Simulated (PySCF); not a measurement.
## Basis-set dependence of LiPb at CCSD(T)

PySCF, UHF reference; quartet, unpaired electrons σ ↑, π ↑↑; De to Li + Pb without counterpoise correction. Frozen cores follow the default of each basis and core potential.

```json
{"basis": "cc-pVDZ/cc-pVDZ-PP", "relativity": "scalar-relativistic core potentials", "functions": "37", "Re (Å)": "2.664", "ωe (cm⁻¹)": "348", "De (eV)": "1.33", "frozen orbitals": "4"}
{"basis": "def2-SVPD", "relativity": "scalar-relativistic core potentials", "functions": "44", "Re (Å)": "2.679", "ωe (cm⁻¹)": "331", "De (eV)": "1.30", "frozen orbitals": "4"}
{"basis": "aug-cc-pVDZ/aug-cc-pVDZ-PP", "relativity": "scalar-relativistic core potentials", "functions": "55", "Re (Å)": "2.656", "ωe (cm⁻¹)": "337", "De (eV)": "1.37", "frozen orbitals": "4"}
```

Question: How does each smaller set differ from the one with most functions, aug-cc-pVDZ/aug-cc-pVDZ-PP?

Answer: cc-pVDZ/cc-pVDZ-PP: +0.8 pm, +3.3 % in ωe, -0.04 eV in De; def2-SVPD: +2.3 pm, -1.8 % in ωe, -0.07 eV in De. All at CCSD(T); the set with most functions is neither the basis-set limit nor always the best.

Correlated steps freeze 4 core orbitals. Correlated levels converge slowly with the basis: in double zeta they bind strong bonds too weakly, by up to about 1 eV, and carry superposition errors of some tenths. These are scalar-relativistic numbers at best; spin–orbit coupling would shift them, the dissociation energy most. The state is the lowest determinant that a PBE0 search found; another state may lie lower at other levels.
